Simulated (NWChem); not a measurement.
Molecule: BI2Cl; SMILES ClB(I)I

def2 effective core potentials on I; no spin-orbit coupling.

Task: Give the equilibrium geometry at PBE0/def2-SVP with def2 effective core potentials on I (NWChem) as a Z-matrix, with the point group.

Result: point group C2v; any orientation.
```
B
Cl 1 1.7383
I 1 2.1237 2 119.92
I 1 2.1237 2 119.92 3 180.00
```
